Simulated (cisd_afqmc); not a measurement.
Input (AFQMC/CISD/def2-TZVPPD; cisd_afqmc is a phaseless AFQMC code with CISD trial states that reads the integrals written by Ansatz): A basis named .json is the Basis Set Exchange file of that set.

Ansatz 0.2 input:
```python
import cisd_afqmc

open("ham.yaml", "w").write("""\
crystal:
  periodic: [false, false, false]
  atoms:
    - {symbol: In, position_ang: [0.00000000, 0.00000000, 0.00000000]}
basis:
  gaussian:
    orbitals: def2-TZVPPD.json
total_charge: -1
magnetization: {spin_polarized: true, initial_magnetization: 2}
correlation: {method: ccsd, electrons: outside_noble_gas, hamiltonian_folder: ham}
scf: {lower_state_search: full}
""")
rep = cisd_afqmc.ansatz("ham.yaml")
e_ccsd = rep["correlation"]["coupled_cluster"]["energy"]["hartree"]
out = cisd_afqmc.run("ham", e_ccsd, trial="CISD", walkers=200, populations=8, threads=8, dt=0.005, steps=40, early=36, settle=10, least=32,
    cut=5e-5, rank_cut=2e-4, target=0.0004, seconds=1500, seed=1, memory=12960, gpu=False)
```

Output:

```
orbitals 47, occupied [3, 1], factors 255 of 356, rank of the doubles 76 of 178
E(HF) = -189.209912
E(CCSD) on the cut factors = -189.261809, shift to the whole factors -0.000008
Energy of the trial state on the determinant = -189.261709
  tau behind 10.8 of longer steps, mean of the populations' last blocks
   2.0  -189.26427
   4.0  -189.26389
   6.0  -189.26380
   8.0  -189.26331
blocks 402 (17 outliers left out), error by blocks joined: 1: 0.00003, 2: 0.00003, 4: 0.00004, 8: 0.00005, 16: 0.00005
E(AFQMC/CISD) = -189.26382 +/- 0.00005
```
